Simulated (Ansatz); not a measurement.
`C[CH2][InH][O][SiH3]` → `[SiH3][O][InH2]` + `C=C` at 400 K and 1 bar (β-hydride elimination).

Calculated with Ansatz (gas phase, PBE0-D4/def2-TZVP geometries, no zero-point term in ΔE). CBS: MP2 limit from def2 TZ/QZ plus the TZ coupled-cluster correction, frozen cores. This one scheme is used for every species. Elements past krypton have def2 core potentials. For In outer-core shells are correlated without core-valence functions, which leaves a few kJ/mol of doubt a bond. One conformer a species, not always the lowest.

```tsv
species	CCSD(T)/CBS energy (Eh)	H − E (kJ/mol)	S (J/(mol·K))
`C[CH2][InH][O][SiH3]`	-635.63253	304.5	464.6
`[SiH3][O][InH2]`	-557.10255	136.8	374.6
`C=C`	-78.48111	149.4	232.7
```

H − E and S are ideal-gas, rigid-rotor, harmonic terms from PBE0-D4/def2-TZVP, for one conformer and one mirror image of each species. 1 Eh = 2625.50 kJ/mol, R = 8.31446 J/(mol·K).

Task: By hand: ΔE, ΔH, ΔS and ΔG.

Result: ΔE = (-557.10255) + (-78.48111) − (-635.63253) = 0.04887 Eh = 128.3 kJ/mol. Δ(H − E) = 136.8 + 149.4 − 304.5 = -18.3, so ΔH = 110.0 kJ/mol. ΔS = 374.6 + 232.7 − 464.6 = 142.7 J/(mol·K). ΔG = 110.0 − 400 × (142.7)/1000 = 52.9 kJ/mol.

Task: By hand: the equilibrium constant, and the temperature at which ΔG would vanish if ΔH and ΔS stayed fixed.

Result: log₁₀ K = −ΔG/(RT ln 10) = -6.9. ΔG = 0 at ΔH/ΔS = 771 K.

The number of gas molecules changes by +1, which sets the sign of ΔS. A doubt of 5 kJ/mol in ΔE shifts log₁₀ K by 0.7 here. Other conformers and mirror images would add mixing entropy, several J/(mol·K) or more a flexible species. Modes under 60 cm⁻¹, often nearly free rotors, make the harmonic entropy too high. These are equilibria of isolated gas molecules and say nothing of rates. Largest T1 diagnostic: 0.015 (customary marks: 0.02 for closed shells, 0.045 for open ones).
